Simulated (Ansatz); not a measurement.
Basis-set series for CH$_{5}$GaO$_{2}$ (`O[CH](O)[GaH2]`). Total charge 0; spin multiplicity 1. All single points use the PBE0-D4/def2-TZVP geometry. It is one conformer, not always the lowest.

| functional | basis | functions | energy (Eh) | HOMO (eV) | LUMO (eV) |
| --- | --- | --- | --- | --- | --- |
| PBE0-D4 | def2-SVP | 99 | -2115.52583 | -7.00 | -1.48 |
| PBE0-D4 | def2-TZVPP | 211 | -2116.00310 | -7.14 | -1.57 |
| ωB97M-V | def2-SVP | 99 | -2115.80379 | -9.22 | 0.25 |
| ωB97M-V | def2-TZVPP | 211 | -2116.28690 | -9.39 | 0.12 |

Give the rows for def2-QZVPP. (Estimate.)

Ansatz gave: 
```tsv
functional	basis	functions	energy (Eh)	HOMO (eV)	LUMO (eV)
PBE0-D4	def2-QZVPP	410	-2116.05788	-7.19	-1.62
ωB97M-V	def2-QZVPP	410	-2116.34022	-9.44	-0.05
```

Positive LUMOs are unbound and depend on the basis. Scalar relativity is left out up to krypton.
